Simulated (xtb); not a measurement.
xtb input (GFN2-xTB):

```bash
xtb mol.xyz --gfn 2 --ohess tight --chrg 1 --uhf 0
```
mol.xyz:
```
3

Bi     0.00372213     0.02646407     1.20171553
Br     0.86428803    -1.76797673    -0.59175683
Br    -0.92889212     1.71506661    -0.56939978
```

Output:

```
           -------------------------------------------------
          |                Calculation Setup                |
           -------------------------------------------------

           -------------------------------------------------
          |                 G F N 2 - x T B                 |
           -------------------------------------------------

        Reference                      10.1021/acs.jctc.8b01176
      * Hamiltonian:
        H0-scaling (s, p, d)           1.850000    2.230000    2.230000
        zeta-weighting                 0.500000
      * Dispersion:
        s8                             2.700000
        a1                             0.520000
        a2                             5.000000
        s9                             5.000000
      * Repulsion:
        kExp                           1.500000    1.000000
        rExp                           1.000000
      * Coulomb:
        alpha                          2.000000
        third order                    shell-resolved
        anisotropic                    true
        a3                             3.000000
        a5                             4.000000
        cn-shift                       1.200000
        cn-exp                         4.000000
        max-rad                        5.000000

          ...................................................
          :                      SETUP                      :
          :.................................................:
          :  # basis functions                  24          :
          :  # atomic orbitals                  22          :
          :  # shells                            8          :
          :  # electrons                        18          :
          :  max. iterations                   250          :
          :  Hamiltonian                  GFN2-xTB          :
          :  restarted?                      false          :
          :  GBSA solvation                  false          :
          :  PC potential                    false          :
          :  electronic temp.          300.0000000     K    :
          :  accuracy                    1.0000000          :
          :  -> integral cutoff          0.2500000E+02      :
          :  -> integral neglect         0.1000000E-07      :
          :  -> SCF convergence          0.1000000E-05 Eh   :
          :  -> wf. convergence          0.1000000E-03 e    :
          :  Broyden damping             0.4000000          :
          :  net charge                          1          :
          :  unpaired electrons                  0          :
          ...................................................

 iter      E             dE          RMSdq      gap      omega  full diag
   1     -9.9988659 -0.999887E+01  0.107E+01    0.81       0.0  T
   2     -9.9947112  0.415463E-02  0.153E+01    2.98       1.0  T
   3    -10.1184921 -0.123781E+00  0.104E+01    1.65       1.0  T
   4    -10.1325836 -0.140915E-01  0.689E+00    1.47       1.0  T
   5    -10.1394335 -0.684992E-02  0.724E+00    0.81       1.0  T
   6    -10.1433860 -0.395252E-02  0.523E+00    0.93       1.0  T
[...]
molecular quadrupole (traceless):
                xx          xy          yy          xz          yz          zz
 q only:       -2.437      -0.121      -2.264       0.079       0.043       4.702
  q+dip:       -0.916       5.013      -8.066      -0.002      -0.003       8.982
   full:       -0.561       5.057      -7.775      -0.031      -0.017       8.336

           -------------------------------------------------
          |                Geometry Summary                 |
           -------------------------------------------------

      molecular mass/u    :      368.7874547
   center of mass at/Å    :       -0.0087917      -0.0033115       0.4172708
  moments of inertia/u·Å² :        0.2714086E+03   0.5349846E+03   0.8063932E+03
rotational constants/cm⁻¹ :        0.6211163E-01   0.3151050E-01   0.2090498E-01

 * 2 selected distances

     #   Z          #   Z                                           value/Å
     1  83 Bi       2  35 Br                                      2.5189314 (max)
     1  83 Bi       3  35 Br                                      2.5188342 (min)

 * 1 distinct bonds (by element types)

   Z      Z             #   av. dist./Å        max./Å        min./Å
  35 Br  83 Bi          2     2.5188828     2.5189314     2.5188342

           -------------------------------------------------
          |               Frequency Printout                |
           -------------------------------------------------
 projected vibrational frequencies (cm⁻¹)
eigval :       -0.00    -0.00     0.00     0.00     0.00     0.00
eigval :       79.34   225.69   247.16
 reduced masses (amu)
   1:148.06   2:173.12   3:131.16   4:107.77   5:123.95   6: 89.54   7:100.81   8:117.01
   9:114.93
 IR intensities (km·mol⁻¹)
   1:  3.32   2:  6.50   3:  1.51   4:  4.30   5:  2.79   6:  0.68   7:  5.87   8:  6.73
   9:  6.12
 Raman intensities (Ä⁴*amu⁻¹)
   1:  0.00   2:  0.00   3:  0.00   4:  0.00   5:  0.00   6:  0.00   7:  0.00   8:  0.00
   9:  0.00
 output can be read by thermo (or use thermo option).
 writing <g98.out> molden fake output.
 recommended (thermochemical) frequency scaling factor: 1.0
           -------------------------------------------------
          |             Thermodynamic Functions             |
           -------------------------------------------------

c2v symmetry found (for desy threshold:  0.10E+00) used in thermo

          ...................................................
          :                      SETUP                      :
          :.................................................:
          :  # frequencies                           3      :
          :  # imaginary freq.                       0      :
          :  linear?                             false      :
          :  only rotor calc.                    false      :
          :  symmetry                              c2v      :
          :  rotational number                       2      :
          :  scaling factor                  1.0000000      :
          :  rotor cutoff                   50.0000000 cm⁻¹ :
          :  imag. cutoff                  -20.0000000 cm⁻¹ :
          :.................................................:
Note: The following floating-point exceptions are signalling: IEEE_UNDERFLOW_FLAG IEEE_DENORMAL
normal termination of xtb

    mode    ω/cm⁻¹     T·S(HO)/kcal·mol⁻¹    T·S(FR)/kcal·mol⁻¹   T·S(vib)
   ------------------------------------------------------------------------
       1     79.34    -1.16494 ( 86.37%)    -0.91967 ( 13.63%)    -1.13152
       2    225.69    -0.57036 ( 99.76%)    -0.61004 (  0.24%)    -0.57046
       3    247.16    -0.52198 ( 99.83%)    -0.58311 (  0.17%)    -0.52208
   ------------------------------------------------------------------------

   temp. (K)  partition function   enthalpy   heat capacity  entropy
                                   cal/mol     cal/K/mol   cal/K/mol   J/K/mol
 298.15  VIB   6.80                 1121.382      5.397      7.460
         ROT  0.413E+06              888.752      2.981     28.680
         INT  0.281E+07             2010.135      8.378     36.140
         TR   0.685E+28             1481.254      4.968     43.588
         TOT                        3491.3888    13.3463    79.7280   333.5821

       T/K    H(0)-H(T)+PV         H(T)/Eh          T*S/Eh         G(T)/Eh
   ------------------------------------------------------------------------
    298.15    0.556388E-02    0.682185E-02    0.378814E-01   -0.310595E-01
   ------------------------------------------------------------------------

         :::::::::::::::::::::::::::::::::::::::::::::::::::::
         ::                  THERMODYNAMIC                  ::
         :::::::::::::::::::::::::::::::::::::::::::::::::::::
         :: total free energy         -10.185885638856 Eh   ::
         ::.................................................::
         :: total energy              -10.154826131826 Eh   ::
         :: zero point energy           0.001257969676 Eh   ::
         :: G(RRHO) w/o ZPVE           -0.032317476706 Eh   ::
         :: G(RRHO) contrib.           -0.031059507031 Eh   ::
         :::::::::::::::::::::::::::::::::::::::::::::::::::::

optimized geometry written to: xtbopt.xyz

           -------------------------------------------------
          | TOTAL ENERGY              -10.154826131826 Eh   |
          | TOTAL ENTHALPY            -10.148004280001 Eh   |
          | TOTAL FREE ENERGY         -10.185885638856 Eh   |
          | GRADIENT NORM               0.000031330586 Eh/α |
          | HOMO-LUMO GAP               1.517604178497 eV   |
           -------------------------------------------------

------------------------------------------------------------------------
------------------------------------------------------------------------
 total:
 SCF:
 ANC optimizer:
 analytical hessian:
```
